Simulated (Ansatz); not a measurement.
Born–Oppenheimer molecular dynamics of C$_{3}$H$_{9}$NSSi (15 atoms, charge 0, multiplicity 1). It starts from a relaxed structure.

Level of theory: RKS r2SCANh/STO-3G in Ansatz 0.2.0.

```json
{
 "ensemble": "NVT, Langevin thermostat",
 "time step": "0.5 fs",
 "steps asked": "300",
 "set temperature": "400 K",
 "friction": "0.01 /fs",
 "seed": "241108"
}
```

First frame:

```xyz
15
Properties=species:S:1:pos:R:3
C -0.945 -0.008 1.408
C 0.327 0.127 0.516
S 1.750 0.369 1.649
C 0.431 -1.083 -0.507
Si -0.257 0.075 -1.803
N 0.211 1.236 -0.528
H -1.103 0.910 1.988
H -1.831 -0.188 0.786
H -0.838 -0.845 2.109
H 2.628 0.570 0.636
H -0.152 -1.957 -0.201
H 1.470 -1.389 -0.671
H 0.442 0.258 -3.056
H -1.672 -0.088 -2.077
H -0.483 1.961 -0.219
```

Question: What does the run give?

Answer: All steps were run.

- steps done: 300
- time covered: 150 fs
- mean temperature over the second half: 265 K
- spread of the potential energy over the second half: 4.6 meV per atom
- mean potential energy of the second half above the start: 30.9 meV per atom

The mean temperature of the second half is 34 % below the set value. A run of 0.15 ps of so small a system gives no equilibrium averages. Limits of this set-up: minimal basis.

Question: What happens to the structure?

Answer: The same pairs are bonded in the first frame and the last. Pairs count as bonded within 1.25 times the sum of covalent radii (0.12 Å more for H–H). Another seed would give other details.

Question: How do temperature and energy run in time?

Answer: 
| time (fs) | T (K) | potential energy less start (eV) |
| --- | --- | --- |
| 0 | 373 | 0.000 |
| 5 | 180 | 0.352 |
| 10 | 209 | 0.358 |
| 15 | 188 | 0.464 |
| 20 | 186 | 0.468 |
| 25 | 259 | 0.417 |
| 30 | 198 | 0.486 |
| 35 | 236 | 0.451 |
| 40 | 220 | 0.405 |
| 45 | 237 | 0.368 |
| 50 | 237 | 0.393 |
| 55 | 221 | 0.462 |
| 60 | 222 | 0.484 |
| 65 | 215 | 0.440 |
| 70 | 254 | 0.328 |
| 75 | 272 | 0.356 |
| 80 | 238 | 0.403 |
| 85 | 256 | 0.374 |
| 90 | 246 | 0.494 |
| 95 | 261 | 0.472 |
| 100 | 220 | 0.537 |
| 105 | 308 | 0.434 |
| 110 | 300 | 0.476 |
| 115 | 265 | 0.584 |
| 120 | 367 | 0.340 |
| 125 | 343 | 0.360 |
| 130 | 261 | 0.425 |
| 135 | 214 | 0.494 |
| 140 | 209 | 0.495 |
| 145 | 229 | 0.582 |
| 150 | 349 | 0.349 |

The run took 20 min on 1 thread of Arm Neoverse V2 (shared host), peak memory 0.11 GiB.
